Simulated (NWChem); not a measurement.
Program: NWChem. System: tert-butyl chloride (C₄H₉Cl), charge 0, spin multiplicity 1, at a geometry optimised with PBE0/def2-SVP. Level: MP2/def2-SVP, 9 core orbitals frozen.

The NWChem input:

```
start mol
memory heap 200 mb stack 900 mb global 1100 mb
geometry units angstroms nocenter noautoz
  C      0.826261    -0.703820     1.258562
  C      0.359987     0.010047     0.000000
  C      0.826261    -0.703820    -1.258562
  C      0.765566     1.475148     0.000000
  Cl    -1.470310    -0.041037     0.000000
  H      1.927748    -0.699079     1.302974
  H      0.440599    -0.204993     2.159235
  H      0.483202    -1.748334     1.268100
  H      0.483202    -1.748334    -1.268100
  H      0.440599    -0.204993    -2.159235
  H      1.927748    -0.699079    -1.302974
  H      1.864911     1.557100     0.000000
  H      0.379409     1.990011     0.891387
  H      0.379409     1.990011    -0.891387
  symmetry group Cs
end
basis spherical
  * library def2-svp
end
scf
  rhf
  nopen 0
  maxiter 100
  thresh 1e-7
  semidirect memsize 60000000 filesize 0
end
mp2
  freeze core 9
end
task mp2 energy
```

Part of the output:

```
             Northwest Computational Chemistry Package (NWChem) 7.3.0
             --------------------------------------------------------

                                NWChem Input Module
                                -------------------

 Scaling coordinates for geometry "geometry" by  1.889725989
 (inverse scale =  0.529177249)

 Turning off AUTOSYM since
 SYMMETRY directive was detected!

                             Geometry "geometry" -> ""
                             -------------------------

 Output coordinates in angstroms (scale by  1.889725989 to convert to a.u.)

  No.       Tag          Charge          X              Y              Z
 ---- ---------------- ---------- -------------- -------------- --------------
    1 C                    6.0000     0.82626100    -0.70382000     1.25856200
    2 C                    6.0000     0.35998700     0.01004700     0.00000000
    3 C                    6.0000     0.82626100    -0.70382000    -1.25856200
    4 C                    6.0000     0.76556600     1.47514800     0.00000000
    5 Cl                  17.0000    -1.47031000    -0.04103700     0.00000000
    6 H                    1.0000     1.92774800    -0.69907900     1.30297400
    7 H                    1.0000     0.44059900    -0.20499300     2.15923500
    8 H                    1.0000     0.48320200    -1.74833400     1.26810000
    9 H                    1.0000     0.48320200    -1.74833400    -1.26810000
   10 H                    1.0000     0.44059900    -0.20499300    -2.15923500
   11 H                    1.0000     1.92774800    -0.69907900    -1.30297400
   12 H                    1.0000     1.86491100     1.55710000     0.00000000
   13 H                    1.0000     0.37940900     1.99001100     0.89138700
   14 H                    1.0000     0.37940900     1.99001100    -0.89138700

 Effective nuclear repulsion energy (a.u.)     241.0557478497

            Nuclear Dipole moment (a.u.)
            ----------------------------
        X                 Y               Z
 ---------------- ---------------- ----------------
     0.0000132281     0.0000207870    -0.0000000000
[...]
     1   1 0 0      0.914037      0.000000      0.000013
     1   0 1 0      0.025499      0.000000      0.000021
     1   0 0 1      0.000000      0.000000     -0.000000

     2   2 0 0    -31.010609      0.000000    218.873451
     2   1 1 0     -0.048205      0.000000      2.475743
     2   1 0 1     -0.000000      0.000000      0.000000
     2   0 2 0    -29.278343      0.000000    130.521021
     2   0 1 1     -0.000000      0.000000      0.000000
     2   0 0 2    -29.276671      0.000000    130.462087

                   NWChem MP2 Semi-direct Energy/Gradient Module
                   ---------------------------------------------

  Basis functions       =    119
  Molecular orbitals    =    119
  Frozen core           =      9
  Frozen virtuals       =      0
  Active alpha occupied =     16
  Active beta occupied  =     16
  Active alpha virtual  =     94
  Active beta virtual   =     94
  Use MO symmetry       = T
  Use skeleton AO sym   = T

  AO/Fock/Back tols     =   1.0D-09  1.0D-09  1.0D-09

 GA uses MA = F    GA memory limited = T

 Available:
  local mem=  1.26D+08
 global mem=  1.44D+08
 local disk=  0.00D+00
  mp2_memr nvloc                    94
  nvloc new                    94
   1 passes of  16:        3145728                      67240                  35870619.
   1 passes of  16: M    126132163           G      144150878           F     122986435.

 Semi-direct pass number   1 of   1  for RHF alpha+beta  at        4.1s
  vrange nnbf                  7010
  mp2_eaftype                   136  avail_ma_in_mb                  1099
 EAF : mp2_eaftype filesize         136   17935309.
  mp2_eaf for mointskh                    136
Node 0 wrote     84.3 Mb in      0.1 s     Agg I/O rate:   769.8 Mb/s
 Done moints_semi at       11.8s
  mp2_eaftype                   136  avail_ma_in_mb                   963
 EAF : mp2_eaftype filesize         136   17935309.
  mp2_eaf for kh                   136
 Done maket at       12.3s
 Done multipass loop at       12.3s

          -------------------------------------------
          SCF energy                -615.965507397324
          Correlation energy          -0.719820580757
          Singlet pairs               -0.467533760584
          Triplet pairs               -0.252286820173
          Total MP2 energy          -616.685327978081
          -------------------------------------------

          ---------------------------------------------------
                    Spin Component Scaled (SCS) MP2
          Same spin pairs                     -0.168191213448
          Same spin scaling factor             0.333333333333
          Opposite spin pairs                 -0.551629367308
          Opposite spin scaling fact.          1.200000000000
          SCS-MP2 correlation energy          -0.718018978586
          Total SCS-MP2 energy              -616.683526375910
          ---------------------------------------------------

 -----------------------
 Performance information
 -----------------------

 Timer overhead =  1.44D-07 seconds/call

               Nr. of calls         CPU time (s)                 Wall time (s)                GFlops
             ---------------    -------------------     ------------------------------   -------------------
Name         Min   Avg   Max    Min     Avg     Max     Min     Avg     Max   Mx/calls   Min     Max     Sum
mp2: moin     1     1     1    7.7     7.7     7.7      7.7     7.7     7.7     7.7      0.0     0.0     0.0
mp2: make     1     1     1   0.55    0.55    0.55     0.55    0.55    0.55    0.55      0.0     0.0     0.0
mp2: tota     1     1     1    8.3     8.3     8.3      8.3     8.3     8.3     8.3      0.0     0.0     0.0

 The average no. of pstat calls per process was 3.00D+00
 with a timing overhead of 4.32D-07s

 Task  times  cpu:       12.3s     wall:       12.3s

 Total times  cpu:       12.3s     wall:       12.3s
```
